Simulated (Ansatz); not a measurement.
CH5NOSi: which of these isomers lies lowest?

2 of its isomers, all singlets with charge 0: A = `NC1O[SiH2]1`; B = `NC(=O)[SiH3]`.

Shapes, held fixed at every level: PBE0-D4/def2-TZVP. Flexible molecules stand in one conformer, not always the lowest. Programs: Ansatz 0.2.0.

Electronic energies in kJ/mol, without zero-point or thermal terms.

| level | kind | B − A |
| --- | --- | --- |
| SPW92/def2-TZVPP | LDA | -52.1 |
| BHLYP-D4/def2-TZVPP | global hybrid | -70.3 |
| r2SCAN0-D4/def2-TZVPP | global hybrid | -59.0 |
| wB97M-V/def2-TZVPP | range-separated hybrid | -58.8 |
| MP2/def2-SVP | perturbation theory | -87.4 |
| CCSD/def2-SVP | coupled cluster or CI | -91.1 |
| CCSD(T)/CBS estimate | coupled cluster or CI | -53.7 |

The highest level, CCSD(T)/CBS estimate, puts B lowest of these. All levels agree on that. The B − A difference spans -91.1 to -52.1 kJ/mol over the levels. The CBS estimate extrapolates MP2 from def2-TZVPP and def2-QZVPP and adds CCSD(T) − MP2 in the triple-zeta set, cores frozen.
